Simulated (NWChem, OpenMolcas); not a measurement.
**How basis sets differ on SiNH4ClO (SMILES N[SiH](O)Cl)**

SiNH4ClO: 8 atoms, total charge 0, spin state singlet. As SMILES, `N[SiH](O)Cl`. The shape is that of a PBE0-D4/def2-TZVP optimisation. This is one conformer, not always the lowest.

```xyz
8

N    -0.7498    0.8856   -0.2890
Si    0.5244   -0.2262   -0.1153
O     0.5513   -0.8613    1.3869
Cl    0.1731   -1.6416   -1.5669
H    -1.2172    0.9980   -1.1727
H    -0.8069    1.7124    0.2830
H     1.8967    0.2772   -0.3086
H    -0.2795   -1.2012    1.7267
```

Quantity: the HOMO–LUMO gap, in eV. The values are calculated.

| level | kind | program | value (eV) | CPU time |
| --- | --- | --- | --- | --- |
| HF/STO-3G | Hartree–Fock | OpenMolcas | 19.11 | 2.2 s |
| HF/3-21G | Hartree–Fock | OpenMolcas | 16.76 | 2.7 s |
| HF/6-31G* (spherical functions) | Hartree–Fock | OpenMolcas | 16.36 | 6.8 s |
| HF/ANO-RCC-VDZP (DKH2, RICD fitting) | Hartree–Fock | OpenMolcas | 13.77 | 5.3 s |
| HF/def2-SVP | Hartree–Fock | NWChem | 16.04 | 9.2 s |

The values span 13.77 to 19.11 eV. A Hartree–Fock LUMO above zero doesn't converge with the basis: it sinks as sets grow more diffuse. Orbital gaps aren't excitation energies. Times are those of the runs behind each value, whatever else they computed, on shared processors of several kinds: orders of magnitude only.
